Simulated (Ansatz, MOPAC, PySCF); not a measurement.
Complex: AsH3 (SMILES [AsH3]) (first 4 atoms) with HBr (SMILES Br); geometry from B3LYP-D3(BJ)/def2-TZVP, rigid monomers moved along the line of their centres of mass till As1···H6 is 2.98 Å.
(charge 0, multiplicity 1):
```xyz
6

As    -0.24590    -0.19971     0.14388
H     -0.93105     0.73324    -0.84219
H     -0.41635    -1.41915    -0.74823
H      1.14503     0.10944    -0.38687
Br    -1.20181    -0.24407     4.45943
H     -0.89081    -0.22932     3.05413
```

Interaction energies are E(AB) − E(A) − E(B) at the monomers' geometry in the complex; basis-set methods are counterpoise corrected. Rows marked so take none.

Frozen-core correlation. Filled d and f shells under p-block atoms count as core. Rows in LANL2DZ carry no dispersion term and start afresh at each structure. LANL2DZ brings its own core potentials from Na on. The state that PM6, PM7 reach isn't checked; PM7 holds dispersion and hydrogen-bond terms.

Programs: Ansatz (Gaussian basis) for Hartree–Fock, density functionals and correlated methods; MOPAC for PM6, PM7 (differences of heats of formation); PySCF for LANL2DZ rows. Each number belongs to the level named beside it.

**Question.** One of these levels gives -1.49 kcal/mol for the interaction energy. Which?
(A) PM6
(B) PM7
(C) B3LYP/LANL2DZ (no counterpoise)
(D) CCSD(T)/aug-cc-pVDZ

**Answer.** B, PM7. The others give -0.75 (PM6), -2.40 (B3LYP/LANL2DZ (no counterpoise)), -1.84 (CCSD(T)/aug-cc-pVDZ)

Ansatz is a first-principles code.
